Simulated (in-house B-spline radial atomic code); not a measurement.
Settings and results of a run for Pd XLIII (Pd42+). Level of theory: Dirac-Kohn-Sham LDA PW92, spherical fractional occupations, Fermi nucleus of rms radius 4.5318 fm; calculated with a B-spline radial code for spherical atoms.

Command:
```bash
python run_scf.py task.json out
```
Settings (nuclear radius in fm, mass in u):
```
Z                46
configuration    [He] 2s2
hamiltonian      dirac
method           lda,pw
spin_polarised   False
nucleus          fermi
rms_radius       4.5318
atomic_mass      105.90348
speed_of_light   137.035999084
```

Output (hartree, bohr):
```
 radial grid: 54 intervals, B-splines of order 8, outer radius 0.9368 bohr

 iter        energy (Eh)    residual
    1       -2645.506328    4.69e+00
    2       -2648.824882    6.60e-02
    3       -2648.825547    3.25e-02
    4       -2648.825707    1.60e-02
    5       -2648.825758    2.56e-04
    6       -2648.825758    2.44e-07

 total energy                     -2648.82576
 kinetic                            2816.8469
 electron-nucleus                  -5543.8307
 Hartree                             112.7816
 exchange-correlation                -34.6236

 first-order corrections (not in the total)
   Gaunt                             1.6112
   retardation                      -0.0324
   frequency dependence              0.0015
   self-energy                       2.4231
   Uehling                          -0.3017
   Wichmann-Kroll                    0.0054
   recoil                            0.0137

 orbital      occ     eigenvalue          <r>       <r^2>       <1/r>     <1/r^2>       r_max    small
 1s1/2      2.000     -1028.1014     0.031726    0.001358     48.3557      4984.6     0.02064  2.85e-02
 2s1/2      2.000      -245.6245      0.12945   0.0196872     11.9044     634.658      0.1124  6.78e-03
```

Cost of the run: 0.23 s on 1 thread of Arm Neoverse N1, on a shared host.

For the Dirac Hamiltonian the kinetic term is c α·p + (β - 1)c².
